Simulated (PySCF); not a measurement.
A side-by-side comparison of computed properties.

First species: W(NMe)Me4, C5H15NW (singlet state).
Bonds: W1–N2, W1–C7, W1–C11, W1–C15, W1–C19, N2–C3. Hydrogens: H4, H5, H6 on C3; H8, H9, H10 on C7; H12, H13, H14 on C11; H16, H17, H18 on C15; H20, H21, H22 on C19.

Second species: C3H13PSi3.
Cartesian coordinates in Å at the PBE0-D3(BJ)/def2-SVP level; atoms count from 1:
```
atom  x, y, z in Å
C1    -1.7136   -0.7737   -1.8093
C2    -1.9941   -0.2794   -0.5961
C3    -3.2997   -0.5381    0.1015
Si4   -0.7390    0.7905    0.3093
P5     1.2202    0.7987   -0.8183
Si6    2.3671    2.1007    0.6244
Si7    1.9867   -1.1965   -0.0882
H8    -0.7620   -0.5716   -2.3128
H9    -2.4332   -1.3992   -2.3523
H10   -3.8401    0.4036    0.2979
H11   -3.1409   -1.0166    1.0823
H12   -3.9566   -1.1893   -0.4958
H13   -1.2151    2.2074    0.4049
H14   -0.5759    0.2856    1.7124
H15    2.1949    1.6914    2.0540
H16    3.8161    2.0170    0.2708
H17    1.8947    3.5077    0.4614
H18    1.8945   -1.3466    1.3982
H19    1.1859   -2.2753   -0.7388
H20    3.4174   -1.3243   -0.4994
```

Levels: CAM-B3LYP/def2-SVPD for dipole moment, HOMO energy, LUMO energy, HOMO–LUMO gap and static isotropic polarisability; TDDFT CAM-B3LYP/def2-SVPD for lowest singlet excitation; TDA CAM-B3LYP/def2-SVPD for lowest triplet excitation (Tamm–Dancoff); PBE0-D3(BJ)/def2-SVP for rotational constant A and rotational constant C. Geometries: PBE0-D3(BJ)/def2-SVP. Each structure is a single optimised conformer of the isolated species (atoms past krypton carry core potentials, spin–orbit coupling is left out). Electronic properties by PySCF.

The conformers computed, where there is a choice (atom-mapped SMILES and torsion angles):
- `[CH2:1]=[C:2]([CH3:3])[SiH2:4][P:5]([SiH3:6])[SiH3:7]`: C1–C2–Si4–P5 -8°, C2–Si4–P5–Si6 -178°

| property | column X | column Y |
| --- | --- | --- |
| dipole moment | 1.06 D | 1.74 D |
| HOMO energy | -8.42 eV | -7.96 eV |
| LUMO energy | 0.64 eV | -1.01 eV |
| HOMO–LUMO gap | 9.06 eV | 6.95 eV |
| lowest singlet excitation | 6.19 eV | 3.09 eV |
| lowest triplet excitation (Tamm–Dancoff) | 4.15 eV | 2.81 eV |
| static isotropic polarisability | 150.1 au | 123.8 au |
| rotational constant A | 1.819 GHz | 1.792 GHz |
| rotational constant C | 0.579 GHz | 1.332 GHz |

Problem. Which column belongs to which species?

Solution. Column X is the second species and column Y the first. The first has 22 atoms and 126 electrons, the second 20 and 88.

Problem. How does each property change from the first species to the second?

Solution. dipole moment -0.68 D; HOMO energy -0.46 eV; LUMO energy +1.65 eV; HOMO–LUMO gap +2.11 eV; lowest singlet excitation +3.10 eV; lowest triplet excitation (Tamm–Dancoff) +1.34 eV; static isotropic polarisability +26.3 au; rotational constant A +0.027 GHz; rotational constant C -0.753 GHz.

On the first: The polarisability is 18.35 Å³ as a volume (1 au = 0.148185 Å³). The vertical singlet–triplet gap S1 − T1 is 0.28 eV (TDDFT singlet less Tamm–Dancoff triplet; S1: HOMO→LUMO, weight 0.98; T1: HOMO→LUMO, weight 0.96). Atoms past krypton carry effective core potentials; spin–orbit coupling is left out.

On the second: In atomic units the dipole is 0.42 e·bohr (1 au = 2.5417 D). The vertical singlet–triplet gap S1 − T1 is 2.04 eV (TDDFT singlet less Tamm–Dancoff triplet).
